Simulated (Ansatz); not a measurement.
As₂S. The state is a quintet with charge 0. Geometry PBE0-D4/def2-TZVP; atoms count from 1.

Cartesian coordinates in Å:
```
As 0.629 -1.704 -0.132
As -0.499 1.588 -0.740
S -0.131 0.116 0.872
```

At PBE0-D4/def2-TZVP a broken-symmetry singlet of charge 0 lies 1.62 eV below the quintet, each at its own geometry. The structure comes from a short search, and lower isomers may exist.

(1) Estimate the Mulliken populations from the PBE0/def2-TZVP orbitals of Ansatz.

(2) Where does the spin sit?

(3) And the Mayer bond orders between bonded heavy atoms (over 0.3)?

Answers

(1) 
```
atom  charge (e)  spin (α − β)
 As1        0.12          1.93
 As2        0.12          1.93
  S3       -0.25          0.14
```
Mulliken values and Mayer orders depend strongly on the basis.

(2) Summed by element: As 3.86, S 0.14, of 4 unpaired in all. Largest on single atoms: As2 1.93, As1 1.93, S3 0.14.

(3) As1–S3 1.17 (2.21 Å); As2–S3 1.17 (2.21 Å).
